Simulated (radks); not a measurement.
Values are calculated unless marked as measured or tabulated.
Q: All-electron atom: P II in [Ne] 3s2 3p2. Level of theory: non-relativistic Kohn-Sham, BLYP, spin-polarised, spherical densities, point nucleus; open shells are filled with parallel spins first (a radial shooting solver on a logarithmic mesh with Libxc functionals). Some entries of the table are withheld. Estimate them.

orbital  occ.  eigenvalue (hartree)  r(max) (bohr)  <r> (bohr)
1s up       1             -76.80114        0.06803      0.1040
1s down     1             -76.79187        0.06803      0.1040
2s up       1                   (1)            (2)      0.5221
2s down     1                   (3)            (4)      0.5220
2p up       3                   (5)         0.3539      0.4857
2p down     3                   (6)         0.3542      0.4857
3s up       1              -0.87397          1.547       1.816
3s down     1              -0.80251          1.538       1.831
3p up       2              -0.54183          1.741       2.116
3p down     0              -0.47591          1.752       2.186

A: 
(1) 2s up eigenvalue (hartree): -6.73932
(2) 2s up r(max) (bohr): 0.4203
(3) 2s down eigenvalue (hartree): -6.73034
(4) 2s down r(max) (bohr): 0.4206
(5) 2p up eigenvalue (hartree): -4.96513
(6) 2p down eigenvalue (hartree): -4.95270
